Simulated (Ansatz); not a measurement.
C₁₄H₈S₂⁺, that is BTBT with one electron fewer. Total charge 1; doublet. Geometry PBE-D4/def2-SVP, that of the neutral singlet; atoms count from 1.

```xyz
24

C    -1.619   -1.048   -4.050
C    -0.211   -1.160   -4.095
C     0.564   -0.891   -2.965
C    -0.068   -0.502   -1.764
C    -1.496   -0.392   -1.734
C    -2.271   -0.664   -2.872
S    -2.108    0.104   -0.156
C    -0.477    0.171    0.479
C     0.068    0.501    1.764
C    -0.564    0.891    2.965
C     0.211    1.161    4.095
C     1.619    1.048    4.050
C     2.271    0.664    2.872
C     1.496    0.392    1.734
S     2.108   -0.105    0.156
C     0.477   -0.171   -0.479
H    -2.213   -1.264   -4.950
H     0.280   -1.464   -5.032
H     1.661   -0.979   -3.001
H    -3.367   -0.577   -2.838
H    -1.661    0.978    3.001
H    -0.280    1.465    5.032
H     2.214    1.265    4.950
H     3.367    0.577    2.838
```

Question: Estimate the Mulliken populations from the PBE0/def2-SVP orbitals of Ansatz.

Answer: 
```
atom  charge (e)  spin (α − β)
  C1        0.01          0.14
  C2       -0.01         -0.08
  C3        0.02          0.18
  C4        0.01         -0.09
  C5       -0.10          0.03
  C6        0.01          0.02
  S7        0.31          0.11
  C8       -0.04          0.20
  C9        0.01         -0.09
 C10        0.02          0.18
 C11       -0.01         -0.08
 C12        0.01          0.14
 C13        0.01          0.02
 C14       -0.10          0.03
 S15        0.31          0.11
 C16       -0.04          0.20
 H17        0.09         -0.01
 H18        0.08          0.00
 H19        0.06         -0.01
 H20        0.07          0.00
 H21        0.06         -0.01
 H22        0.08          0.00
 H23        0.09         -0.01
 H24        0.07          0.00
```
Mulliken values and Mayer orders depend strongly on the basis.

Question: Where does the spin sit?

Answer: Summed by element: C 0.80, S 0.23, H -0.03, of 1 unpaired in all. Largest on single atoms: C8 0.20, C16 0.20, C10 0.18.

Question: And the Mayer bond orders between bonded heavy atoms (over 0.3)?

Answer: C1–C2 1.37 (1.41 Å); C1–C6 1.36 (1.40 Å); C2–C3 1.41 (1.40 Å); C3–C4 1.30 (1.41 Å); C4–C5 1.29 (1.43 Å); C4–C16 1.26 (1.43 Å); C5–C6 1.44 (1.40 Å); C5–S7 1.01 (1.76 Å); S7–C8 1.19 (1.75 Å); C8–C9 1.26 (1.43 Å); C8–C16 1.33 (1.39 Å); C9–C10 1.30 (1.41 Å); C9–C14 1.29 (1.43 Å); C10–C11 1.41 (1.40 Å); C11–C12 1.37 (1.41 Å); C12–C13 1.36 (1.40 Å); C13–C14 1.44 (1.40 Å); C14–S15 1.01 (1.76 Å); S15–C16 1.19 (1.75 Å).
